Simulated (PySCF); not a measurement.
A side-by-side comparison of computed properties.

First species: C8H17Cl.
SMILES with atom numbers: `[CH3:1][CH2:2][C@@H:3]([CH3:4])[C@@:5]([CH3:6])([Cl:7])[CH2:8][CH3:9]` (hydrogens: H10, H11, H12 on C1; H13, H14 on C2; H15 on C3; H16, H17, H18 on C4; H19, H20, H21 on C6; H22, H23 on C8; H24, H25, H26 on C9)

Second species: C₉H₁₃N.
SMILES: `CN(C)Cc1ccccc1`

Levels: PBE0/pcSseg-1 for dipole moment, HOMO energy, LUMO energy and HOMO–LUMO gap; GFN2-xTB for rotational constant A and rotational constant C. Geometries: GFN2-xTB. Each species is one conformer at its optimised geometry, gas phase, non-relativistic unless stated; the electronic structure was computed with PySCF and density fitting.

The conformers computed, where there is a choice (atom-mapped SMILES and torsion angles):
- `[CH3:1][CH2:2][C@@H:3]([CH3:4])[C@@:5]([CH3:6])([Cl:7])[CH2:8][CH3:9]`: C1–C2–C3–C4 80°, C2–C3–C5–C6 -56°, C3–C5–C8–C9 -173°
- `[CH3:1][N:2]([CH3:3])[CH2:4][c:5]1[cH:6][cH:7][cH:8][cH:9][cH:10]1`: C1–N2–C4–C5 -64°, N2–C4–C5–C6 129°

Question: Which has the higher rotational constant C?

Answer: The first: 0.769 GHz against 0.719 GHz, a difference of 0.050 GHz.

Question: Which of the two has the higher LUMO energy, and by how much?

Answer: The first: 1.04 eV against -0.16 eV, a difference of 1.20 eV.

Question: Which of the two has the higher rotational constant A, and by how much?

Answer: The second: 3.285 GHz against 1.928 GHz, a difference of 1.357 GHz.

Question: Which of the two has the higher dipole moment, and by how much?

Answer: The first: 2.08 D against 0.69 D, a difference of 1.39 D.

Question: Which has the higher HOMO energy?

Answer: The second: -6.25 eV against -8.09 eV, a difference of 1.84 eV.

Question: Which has the higher HOMO–LUMO gap?

Answer: The first: 9.13 eV against 6.09 eV, a difference of 3.04 eV.

On the first: In atomic units the dipole is 0.82 e·bohr (1 au = 2.5417 D).

On the second: In atomic units the dipole is 0.27 e·bohr (1 au = 2.5417 D).
